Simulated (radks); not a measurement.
Results of a calculation; reference values are marked as such.
Task: The mean radii <r> (bohr) of the occupied orbitals of an atom or ion are listed with their occupations. Code: a radial shooting solver on a logarithmic mesh with Libxc functionals. Model: scalar-relativistic Kohn-Sham, r2SCAN, spin-unpolarised, spherical densities, finite nucleus; meta-GGA in the generalised Kohn-Sham scheme; Fermi nuclear charge, rms radius of each element as measured or else 0.836 A^(1/3) + 0.57 fm.

orbital  occ.      <r>
1s          2  0.02275
2s          2  0.09699
2p          6  0.08549
3s          2   0.2545
3p          6   0.2530
3d         10   0.2310
4s          2   0.5774
4p          6   0.6100
4d         10   0.6635
5s          2    1.350
5p          6    1.527
4f          4   0.8496
6p          1    3.670

Name the element and its charge.

Result: Z = 62, samarium, charge +3: Sm3+ in [Xe] 4f4 6p1. The 1s radius gives Z: for a bare nucleus <r> = (2 gamma + 1)/(2Z) with gamma = sqrt(1 - (Z/c)^2), 0.02245 bohr for Z = 62, and screening makes it slightly larger (0.02275 here). The occupations add up to 59, and the charge is Z minus that.
